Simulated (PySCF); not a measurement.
Isomers of C7H11FN2Si, one GFN2-xTB conformer each. Single-point energies are computed at PBE0/pcSseg-1 (PySCF, gas phase, no added dispersion term), electronic only.

| SMILES | GFN2-xTB relative energy (kcal/mol) |
| --- | --- |
| C[Si](C)(C)c1cc(F)cnn1 | 38.6 |
| CNN([SiH3])c1cccc(F)c1 | 0.0 |

Conformers: `[CH3:1][NH:2][N:3]([SiH3:4])[c:5]1[cH:6][cH:7][cH:8][c:9]([F:10])[cH:11]1` with C1–N2–N3–Si4 -78°, N2–N3–C5–C6 11°.

**Question.** What does PBE0/pcSseg-1 give for the same structures?

**Answer.** 
```csv
SMILES,PBE0/pcSseg-1 E (Eh),PBE0/pcSseg-1 (kcal/mol),GFN2-xTB (kcal/mol),point group
C[Si](C)(C)c1cc(F)cnn1,-771.46309,0.0,38.6,C1
CNN([SiH3])c1cccc(F)c1,-771.43830,15.6,0.0,C1
```

GFN2-xTB puts CNN([SiH3])c1cccc(F)c1 lowest instead. As drawn, the lower has an Si–C bond, which the higher lacks; the higher has an N–H bond, which the lower lacks.

**Question.** Which frontier levels, dipoles and rotational constants go with these structures?

**Answer.** 
| SMILES | HOMO (eV, PBE0/pcSseg-1) | LUMO (eV) | dipole (D) | A, B, C (MHz) |
| --- | --- | --- | --- | --- |
| C[Si](C)(C)c1cc(F)cnn1 | -6.79 | -1.45 | 2.86 | 1654, 579.2, 499.7 |
| CNN([SiH3])c1cccc(F)c1 | -5.99 | -0.06 | 3.48 | 1593, 636.9, 483.1 |
